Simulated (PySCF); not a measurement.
C₂H₉FOSi₂, SMILES CO[Si@H](F)[SiH2]C.

Geometry: B3LYP-D3(BJ)/def2-SVP. The structure was generated by enumeration; whether it is a known compound was not checked. The values are those of a single conformer.

These are PBE/def2-TZVP in PySCF values and carry that method's errors.

Isolated molecule, no solvent.

| Quantity | Result |
|---|---|
| total energy | -835.31625 hartree |
| highest occupied level | -6.75 eV |
| lowest empty level | -0.95 eV |
| orbital gap | 5.80 eV |
| dipole moment | 0.260 e·Å |
| quadrupole, principal values (traceless, Buckingham form, about the centre of nuclear charge) | -6.96, -0.68, 7.64 D·Å |
| mean static polarisability | 85.3 bohr³ (12.64 Å³) |
| polarisability, principal values | 72.2, 83.5, 100.3 bohr³ |
